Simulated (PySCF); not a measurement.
C5H12O3Si (SMILES C=C[Si](OC)(OC)OC), singlet, at a GFN2-xTB geometry; B3LYP/STO-3G (PySCF).

The PySCF input:
```python
from pyscf import gto, scf, dft

mol = gto.Mole()
mol.atom = '''
    C     0.935943   -1.844854   -2.016695
    C     0.096260   -0.868445   -1.712864
    Si   -0.083505   -0.044196   -0.027172
    O     0.154078    1.574883   -0.140051
    C     1.280877    2.236941   -0.645149
    O     0.974438   -0.831105    0.917417
    C     1.046491   -0.856908    2.318828
    O    -1.547217   -0.179653    0.663971
    C    -2.741578    0.444732    0.280199
    H     1.595363   -2.257522   -1.272724
    H     0.998969   -2.271061   -3.006927
    H    -0.545963   -0.485853   -2.499484
    H     1.131012    3.306972   -0.496164
    H     2.186437    1.918787   -0.124066
    H     1.403396    2.030423   -1.710925
    H     0.069583   -1.080432    2.748639
    H     1.390645    0.105473    2.705220
    H     1.757789   -1.635551    2.597488
    H    -2.579606    1.505678    0.086385
    H    -3.454226    0.325393    1.097101
    H    -3.142678   -0.025354   -0.620746
'''
mol.basis = 'sto-3g'
mol.charge = 0
mol.spin = 0
mol.verbose = 4
mol.build()

mf = dft.RKS(mol)
mf.xc = 'b3lyp'
mf.conv_tol = 1e-4
mf.kernel()
```

It wrote (shortened):

```
PySCF version 2.14.0

[INPUT] verbose = 4
[INPUT] num. atoms = 21
[INPUT] num. electrons = 80
[INPUT] charge = 0
[INPUT] spin (= nelec alpha-beta = 2S) = 0
[INPUT] symmetry False subgroup None
[INPUT] Mole.unit = angstrom
[INPUT] Symbol           X                Y                Z      unit          X                Y                Z       unit  Magmom
[INPUT]  1 C      0.935943000000  -1.844854000000  -2.016695000000 AA    1.768675938204  -3.486268799808  -3.811001226780 Bohr   0.0
[INPUT]  2 C      0.096260000000  -0.868445000000  -1.712864000000 AA    0.181905036751  -1.641123204248  -3.236843848627 Bohr   0.0
[INPUT]  3 Si    -0.083505000000  -0.044196000000  -0.027172000000 AA   -0.157801580032  -0.083518335801  -0.051347638257 Bohr   0.0
[INPUT]  4 O      0.154078000000   1.574883000000  -0.140051000000 AA    0.291165221821   2.976097548233  -0.264658033471 Bohr   0.0
[INPUT]  5 C      1.280877000000   2.236941000000  -0.645149000000 AA    2.420506729255   4.227205846811  -1.219154919537 Bohr   0.0
[INPUT]  6 O      0.974438000000  -0.831105000000   0.917417000000 AA    1.841420945369  -1.570560830757   1.733666872020 Bohr   0.0
[INPUT]  7 C      1.046491000000  -0.856908000000   2.318828000000 AA    1.977581381822  -1.619321433949   4.381949849973 Bohr   0.0
[INPUT]  8 O     -1.547217000000  -0.179653000000   0.663971000000 AA   -2.923816385271  -0.339494967456   1.254723344654 Bohr   0.0
[INPUT]  9 C     -2.741578000000   0.444732000000   0.280199000000 AA   -5.180831569133   0.840421678830   0.529499370377 Bohr   0.0
[INPUT] 10 H      1.595363000000  -2.257522000000  -1.272724000000 AA    3.014799139264  -4.266098300180  -2.405099792161 Bohr   0.0
[INPUT] 11 H      0.998969000000  -2.271061000000  -3.006927000000 AA    1.887777816931  -4.291683302181  -5.682268506560 Bohr   0.0
[INPUT] 12 H     -0.545963000000  -0.485853000000  -2.499484000000 AA   -1.031720544146  -0.918129106798  -4.723340212732 Bohr   0.0
[INPUT] 13 H      1.131012000000   3.306972000000  -0.496164000000 AA    2.137302923597   6.249271381605  -0.937614072869 Bohr   0.0
[INPUT] 14 H      2.186437000000   1.918787000000  -0.124066000000 AA    4.131767118616   3.625981921376  -0.234450761370 Bohr   0.0
[INPUT] 15 H      1.403396000000   2.030423000000  -1.710925000000 AA    2.652034084310   3.836943387018  -3.233179669671 Bohr   0.0
[INPUT] 16 H      0.069583000000  -1.080432000000   2.748639000000 AA    0.131492812926  -2.041720576216   5.194174925298 Bohr   0.0
[INPUT] 17 H      1.390645000000   0.105473000000   2.705220000000 AA    2.627938186496   0.199315083536   5.112124906696 Bohr   0.0
[INPUT] 18 H      1.757789000000  -1.635551000000   2.597488000000 AA    3.321739794773  -3.090743452759   4.908540931844 Bohr   0.0
[INPUT] 19 H     -2.579606000000   1.505678000000   0.086385000000 AA   -4.874748849285   2.845319051783   0.163243991271 Bohr   0.0
[INPUT] 20 H     -3.454226000000   0.325393000000   1.097101000000 AA   -6.527541112352   0.614903652851   2.073220420986 Bohr   0.0
[INPUT] 21 H     -3.142678000000  -0.025354000000  -0.620746000000 AA   -5.938800717696  -0.047912116162  -1.173039932919 Bohr   0.0

nuclear repulsion = 592.169709860031
number of shells = 41
number of NR pGTOs = 183
number of NR cGTOs = 61
basis = sto-3g
ecp = {}

******** <class 'pyscf.dft.rks.RKS'> ********
method = RKS
initial guess = minao
damping factor = 0
level_shift factor = 0
DIIS = <class 'pyscf.scf.diis.CDIIS'>
diis_start_cycle = 1
diis_space = 8
diis_damp = 0
SCF conv_tol = 0.0001
SCF conv_tol_grad = None
SCF max_cycles = 50
direct_scf = True
direct_scf_tol = 1e-13
XC library pyscf.dft.libxc version 7.1.2
    S. Lehtola, C. Steigemann, M. J. T. Oliveira, and M. A. L. Marques,  SoftwareX 7, 1–5 (2018)
XC functionals = b3lyp
    P. J. Stephens, F. J. Devlin, C. F. Chabalowski, and M. J. Frisch,  J. Phys. Chem. 98, 11623 (1994)
radial grids:
    Treutler-Ahlrichs [JCP 102, 346 (1995); DOI:10.1063/1.469408] (M4) radial grids

becke partition: Becke, JCP 88, 2547 (1988); DOI:10.1063/1.454033
pruning grids: <function nwchem_prune>
grids dens level: 3
symmetrized grids: False
atomic radii adjust function: <function treutler_atomic_radii_adjust>
small_rho_cutoff = 0
Set gradient conv threshold to 0.01
Initial guess from minao.
tot grids = 249712
init E= -705.162058638112
  HOMO = -0.344902307500455  LUMO = -0.0647584140367991  gap/eV = 7.62310
cycle= 1 E= -703.803328212598  delta_E= 1.36  |g|= 0.858  |ddm|= 5.71
  HOMO = 0.0356412067099332  LUMO = 0.13939401409667  gap/eV = 2.82326
cycle= 2 E= -703.79427925188  delta_E= 0.00905  |g|= 0.925  |ddm|= 2.62
  HOMO = -0.133968268309943  LUMO = 0.137459237294973  gap/eV = 7.38592
cycle= 3 E= -704.058426521397  delta_E= -0.264  |g|= 0.0653  |ddm|=  1.4
  HOMO = -0.135701907524455  LUMO = 0.111909935629767  gap/eV = 6.73786
cycle= 4 E= -704.059692547808  delta_E= -0.00127  |g|= 0.0258  |ddm|= 0.14
  HOMO = -0.1364427212205  LUMO = 0.115465187389485  gap/eV = 6.85476
cycle= 5 E= -704.05987872009  delta_E= -0.000186  |g|= 0.0102  |ddm|= 0.0479
  HOMO = -0.136941780731634  LUMO = 0.116417066649966  gap/eV = 6.89425
cycle= 6 E= -704.059909993986  delta_E= -3.13e-05  |g|= 0.00193  |ddm|= 0.0152
  HOMO = -0.13696045478585  LUMO = 0.116518994831818  gap/eV = 6.89753
Extra cycle  E= -704.059907322775  delta_E= 2.67e-06  |g|= 0.00354  |ddm|= 0.00638
converged SCF energy = -704.059907322775
```
